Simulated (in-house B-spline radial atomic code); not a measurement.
Values are calculated unless marked as measured or tabulated.
Ni ion on Hf atom: potential, deflection and energy transfer

The pair potential comes from two frozen, spherical free-atom densities (PBE, B-spline radial code, scalar-relativistic past argon): electrostatics plus the change in Thomas-Fermi kinetic and Dirac exchange energy where they overlap, the recipe behind the universal ZBL potential, which averages such potentials (from solid-state densities) over many pairs. It is written V = (Z1 Z2 e²/r) φ(r/a), with e² = 14.3996 eV·Å and a = 0.46850 Å/(Z1^0.23 + Z2^0.23); ZBL's fit is φ = 0.18175 e^(−3.1998x) + 0.50986 e^(−0.94229x) + 0.28022 e^(−0.4029x) + 0.02817 e^(−0.20162x). Where φ falls below 4e-4 it is continued as an exponential.

Masses 58.69 and 178.49 u.

```tsv
x = r/a	φ, this pair	φ, ZBL
0.1	0.8834	0.8928
0.5	0.605	0.6096
1.5	0.2965	0.2995
3	0.1283	0.1292
5	0.05115	0.05224
8	0.01628	0.01705
12	0.004468	0.00474
17	0.001177	0.001212
```

Task: At x = 0.5 the electrostatic, kinetic and exchange parts are 299932.06, 63164.97 and -1253.86 eV. Find r, V and φ.

Result: a = 0.46850/(2.1520 + 2.6742) = 0.09707 Å, so r = 0.04854 Å. V = 299932.06 + 63164.97 + (-1253.86) = 361843.17 eV. The bare repulsion is 28 × 72 × 14.3996/0.04854 = 598090 eV, so φ = 0.6050, -0.7 % against ZBL's 0.6096. The kinetic (Pauli) term is 17 % of V here.

Task: The ion comes in at 39.74 keV with impact parameter 0.1941 Å. The scattering integral gives a centre-of-mass angle of 57.24° and a closest approach of 2.822 a. What are the reduced energy, the energy passed on and the laboratory angles?

Result: ε = E a M2/(Z1 Z2 e² (M1 + M2)) = 39740 × 2.5165e-06 = 0.1. The most that one collision can pass on is γE with γ = 4 M1 M2/(M1 + M2)² = 0.7449. Here T = γE sin²(θ/2) = 0.7449 × 39740 × 0.2295 = 6792 eV. The ion turns by arctan(sin θ/(cos θ + M1/M2)) = 44.0°, and the struck atom leaves at (180° − θ)/2 = 61.4°. The closest approach is 0.274 Å. With ZBL the angle would be 57.39° and T = 6825 eV.
